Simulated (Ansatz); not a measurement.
System: sum formula SiHBr₃, charge 0, multiplicity 1. 
Structure (B3LYP-D3(BJ)/def2-TZVP (Ansatz, a program for electronic structure) minimum search):
```xyz
5

Si     0.0125    -0.0212     0.6158
Br     2.0707    -0.2841    -0.1537
Br    -0.7881     1.9418    -0.0193
Br    -1.2888    -1.6473    -0.1327
H      0.0421    -0.0716     2.0806
```
Charge 0, spin multiplicity 1.

Computed values are from Ansatz. Valence correlation only, unless marked. UHF or UKS for open shells. Spin-orbit coupling is left out. The frozen core is the preceding noble-gas configuration, with the filled d and f shells of earlier blocks. Non-relativistic. CBS marks a two-point X^-3 extrapolation of the correlation energy; Hartree-Fock from the larger set.

What is the total energy at CCSD(T)/CBS(def2-TZVPPD,def2-QZVPPD)?

-8007.8657 Eh.

What is the atomisation energy De at CCSD(T)/CBS(def2-TZVPPD,def2-QZVPPD)?

328.6 kcal/mol.

What is the dipole moment at CCSD(T)/def2-SVPD?

0.67 D.

What is the T1 diagnostic at CCSD/def2-QZVPPD?

0.010.
